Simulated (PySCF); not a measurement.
AgF, charge -1, doublet, at a GFN2-xTB geometry (such geometries of metal compounds can be far from the true shape) (the multiplicity is a formal guess) (core potentials on Ag) (in this run its highest filled SCF level lies above zero, so its values depend strongly on the basis, on diffuse functions most of all). Base run: DF-B3LYP/def2-TZVP run with PySCF.

Here is a job for PySCF.
```python
from pyscf import gto, scf, dft

mol = gto.M(
    atom='''
Ag   -0.00000000   -0.00000000   -0.38161718
F     0.00000000    0.00000000    1.99288972
''',
    basis='def2-tzvp',
    ecp={'Ag': 'def2-tzvp'},
    charge=-1,
    spin=1,
    verbose=3,
)

mf = dft.UKS(mol)
mf.xc = 'b3lyp'
mf = mf.density_fit(auxbasis='def2-universal-jkfit')
mf.kernel()
mf.analyze()
```

Variants of this job, named by their change:

```json
[
 {"change": "base", "basis functions": "71", "E (Eh)": "-246.96728", "HOMO (eV)": "0.32"},
 {"change": "basis = LANL2DZ", "basis functions": "31", "E (Eh)": "-245.66766", "HOMO (eV)": "0.48"},
 {"change": "basis = def2-SV(P)", "basis functions": "38", "E (Eh)": "-246.78497", "HOMO (eV)": "0.52"},
 {"change": "basis = def2-SVP", "basis functions": "45", "E (Eh)": "-246.78521", "HOMO (eV)": "0.53"},
 {"change": "basis = def2-SVPD", "basis functions": "57", "E (Eh)": "-246.82275", "HOMO (eV)": "0.19"},
 {"change": "basis = def2-TZVPD", "basis functions": "80", "E (Eh)": "-246.97489", "HOMO (eV)": "0.18"},
 {"change": "basis = def2-TZVPP", "basis functions": "87", "E (Eh)": "-246.96758", "HOMO (eV)": "0.32"},
 {"change": "basis = def2-QZVP", "basis functions": "129", "E (Eh)": "-246.98087", "HOMO (eV)": "0.17"},
 {"change": "basis = def2-QZVPP", "basis functions": "145", "E (Eh)": "-246.98111", "HOMO (eV)": "0.17"}
]
```

Totals compare only among sets that treat the same electrons; sets with core potentials leave the core out.

Open shells are given as the SCF converged; they aren't shown to be the lowest states, and a large step between rows can be another state.
